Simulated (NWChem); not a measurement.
Molecule: C2H3ClFNSi; SMILES N#CC[Si@H](Cl)F

```xyz
9

N      0.0408    -3.3821    -0.1833
C      0.3906    -2.3214     0.1221
C      0.7984    -0.9741     0.4666
Si    -0.2813     0.3337    -0.3509
F     -1.7527     0.2587     0.3071
Cl     0.5359     2.1590     0.0952
H      0.7540    -0.8285     1.5591
H      1.8441    -0.8079     0.1578
H     -0.3996     0.1656    -1.8139
```
Atoms are numbered in this order, from 1.

Level: PBE0/def2-SVP (NWChem), optimised geometry, unscaled harmonic frequencies. 

Problem. List the harmonic frequencies with IR intensities, and the thermochemistry.

Solution. 
| frequency (cm⁻¹) | IR intensity (km/mol) |
|---|---|
| 47 | 9.3 |
| 95 | 8.4 |
| 193 | 0.8 |
| 235 | 14.3 |
| 277 | 12.0 |
| 384 | 0.3 |
| 464 | 2.2 |
| 589 | 90.7 |
| 689 | 6.8 |
| 732 | 109.9 |
| 818 | 125.2 |
| 845 | 22.1 |
| 943 | 179.6 |
| 985 | 2.8 |
| 1150 | 2.7 |
| 1198 | 62.2 |
| 1393 | 11.8 |
| 2326 | 71.4 |
| 2408 | 25.4 |
| 3077 | 5.7 |
| 3142 | 4.8 |

The zero-point energy is 31.4 kcal/mol, the thermal correction to the enthalpy at 298.15 K (with zero-point energy) is 36.5 kcal/mol and the heat capacity Cv is 23.3 cal/(mol K). The entropy at 298.15 K and 1 atm (symmetry number 1) is 86.2 cal/(mol K). The dipole moment is 3.09 D.

Rigid rotor and harmonic oscillator; modes under 100 cm⁻¹ make the entropy uncertain.
